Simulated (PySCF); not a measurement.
Correlation energy of Cl⁺ (chlorine, charge +1)

[Ne] 3s2 3p4, high-spin 3P determinant. Computed with PySCF 2.14 in aug-cc-pCVTZ-DK with one added diffuse shell each of s, p, d, f type (9s8p6d4f, 91 functions), with the spin-free X2C one-electron Hamiltonian (Gaussian nucleus). Frozen: [Ne]; 6 electrons correlated.

MP2 pair energies summed by pair of shells (mhartree):

```
 pair  energy  share (%)
3p-3p  -58.97       46.3
3s-3p  -58.52       45.9
3s-3s  -10.01        7.8
```

Total MP2 correlation energy: -127.49 mhartree.

Same-spin part -29.25 and opposite-spin part -98.24 mhartree; SCS-MP2 scales them by 1/3 and 6/5 to -127.64 mhartree.
